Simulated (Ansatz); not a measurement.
NbSe(OH)3 (NbSeO₃H₃), relaxed as a singlet with RKS r2SCAN-D4/def2-SVP in Ansatz, starting from the GFN2-xTB geometry. Force threshold 0.02 eV/Å.

In the def2 sets Nb takes a core potential; there is no spin–orbit coupling.

Start:

```csv
atom,x (Å),y (Å),z (Å)
Nb1,-0.013,-0.003,0.042
Se2,0.757,0.570,-2.073
O3,-0.494,-1.718,-0.248
H4,-0.685,-2.602,-0.576
O5,-1.352,1.187,0.234
H6,-2.037,1.862,0.208
O7,1.482,0.259,1.013
H8,2.343,0.444,1.399
```

| step | energy (eV) | largest force component (eV/Å) | SCF passes |
| --- | --- | --- | --- |
| 1 | -73080.5778 | 3.819 | 18 |
| 2 | -73081.1316 | 0.693 | 26 |
| 3 | -73081.2571 | 0.760 | 27 |
| 4 (rejected) | -73081.0176 | 2.792 | 27 |
| 5 | -73081.3314 | 0.313 | 29 |
| 6 | -73081.3501 | 0.440 | 21 |
| 7 | -73081.3572 | 0.276 | 22 |
| 8 | -73081.3603 | 0.074 | 23 |
| 9 | -73081.3604 | 0.002 | 23 |

Force components are those of the run's own axes.

End:

```xyz
8

Nb    0.012    0.010   -0.033
Se    0.774    0.594   -2.121
O    -0.570   -1.785   -0.036
H    -0.605   -2.469   -0.715
O    -1.431    1.119    0.464
H    -1.888    1.849    0.028
O     1.394    0.201    1.237
H     2.315    0.482    1.178
```

By distances, no bond broke or formed. The bond that changes most is Nb1–O5, from 1.80 to 1.89 Å (atoms count from 1).

No frequencies were taken in this run, so the end may be a saddle point.

It took 28 s on 4 threads of Intel Xeon on a shared host.
